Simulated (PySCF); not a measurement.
## Ions at one geometry of TlOF

PySCF 2.14.0, RKS PBE0, Tl def2-SVP with ECP60, O def2-SVP, F def2-SVP; non-relativistic Hamiltonian with scalar-relativistic core potentials where named; density fitting; no spin-orbit coupling; singlets restricted, open shells unrestricted. The geometry is relaxed for charge 0, singlet, vacuum:

```xyz
3

Tl   -0.0075    0.0000    0.3740
O     1.8858    0.0000    0.3265
F    -1.9961    0.0000    0.4308
```

Energies count from the relaxed state; an electron taken off or put on is at rest in vacuum. Charges and spins are Mulliken's.

| state | energy (eV) | spin squared | charge on Tl1 (e) | spin on Tl1 (e) | dipole about the centre of mass (D) |
| --- | --- | --- | --- | --- | --- |
| charge 0, singlet, vacuum | 0.00 | 0.00 | 0.87 | 0.00 | 1.53 |
| charge -1, doublet, vacuum | -0.79 | 0.76 | 0.12 | 0.40 | 1.51 |

Q: What does the state charge +1, doublet, vacuum give?

A: energy (eV) 9.98, spin squared 0.76, charge on Tl1 (e) 1.37, spin on Tl1 (e) -0.02, dipole about the centre of mass (D) 1.48.

With an electron taken off (doublet) the charges change, summed by element, by Tl +0.50 e, O +0.36 e, F +0.14 e. The vertical ionisation energy is 9.98 eV, against −ε(HOMO) = 7.97 eV of the relaxed state. The level lies 2.0 eV too high, as is usual for semilocal functionals and global hybrids, which keep a self-interaction error.

With an electron put on (doublet) the charges change, summed by element, by Tl -0.75 e, O -0.15 e, F -0.10 e. The vertical electron affinity is 0.79 eV, against −ε(LUMO) = 3.04 eV of the relaxed state. The basis has no diffuse functions, which an added electron needs. The added electron's level lies above zero.

Open shells may have lower solutions than those found.
